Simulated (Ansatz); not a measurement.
A run for Ansatz (a program for electronic structure): R-CCSD(T)/cc-pVDZ on GeH4O (SMILES [OH][GeH3]), a point of a torsion scan. The run froze 15 orbitals, filled d shells among them.

Ansatz 0.2 input:
```yaml
crystal:
  periodic: [false, false, false]
  atoms:
    - {symbol: O, position_ang: [1.16801441, -0.45158811, -0.37441842]}
    - {symbol: Ge, position_ang: [-0.44792059, 0.03069192, 0.03385370]}
    - {symbol: H, position_ang: [1.89615516, 0.03080262, 0.01031543]}
    - {symbol: H, position_ang: [-0.82845760, 1.22801092, -0.78768444]}
    - {symbol: H, position_ang: [-0.52293292, 0.34706632, 1.49923878]}
    - {symbol: H, position_ang: [-1.24818965, -1.16809319, -0.33463614]}
basis:
  gaussian:
    orbitals: cc-pVDZ
magnetization: {spin_polarized: false}
correlation: {method: ccsd_t, electrons: outside_noble_gas}
scf: {lower_state_search: off}
```

Predict the final total energy.

-2152.8572 hartree (reference determinant -2152.5308, T1 diagnostic 0.011).
